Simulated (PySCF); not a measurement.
Predicted microwave data (PBE0/pcSseg-1 in PySCF (dipole) on a GFN2-xTB geometry, gas phase) for one isomer of C6H7FO:

| Property | Result |
| --- | --- |
| Rotational constants | A = 4018, B = 1204, C = 931.6 MHz |
| Dipole components | \|μa\| = 4.28 D, \|μb\| = 0.88 D, \|μc\| = 0.03 D |
| Inertial defect | -3.21 u·Å² |
| κ | -0.82 |

Question: Which structure is it? (One computed conformer of each.)
A. `[CH2:1]=[CH:2]/[CH:3]=[C:4](\[CH3:5])[C:6](=[O:7])[F:8]` with C1–C2–C3–C4 180°, C3–C4–C6–O7 -178°
B. `[CH3:1][CH2:2][C@:3]1([F:4])[CH:5]=[CH:6][C:7]1=[O:8]` with C1–C2–C3–F4 -178°

Answer: A. It is C=C/C=C(\C)C(=O)F, an asymmetric top. The candidates at the same level (rigid rotor, commonest isotopes):

```json
{"SMILES": "C=C/C=C(\\C)C(=O)F", "A (MHz)": "4018", "B (MHz)": "1204", "C (MHz)": "931.6", "μa (D)": "4.28", "μb (D)": "0.88", "μc (D)": "0.03", "Δ (u·Å²)": "-3.21", "point group": "–", "rotor": "asymmetric top"}
{"SMILES": "CC[C@]1(F)C=CC1=O", "A (MHz)": "2462", "B (MHz)": "2000", "C (MHz)": "1781", "μa (D)": "2.00", "μb (D)": "0.60", "μc (D)": "3.30", "Δ (u·Å²)": "-174.10", "point group": "C1", "rotor": "asymmetric top"}
```

`CC[C@]1(F)C=CC1=O` has C 91 % too high. No structure here is proved a minimum.
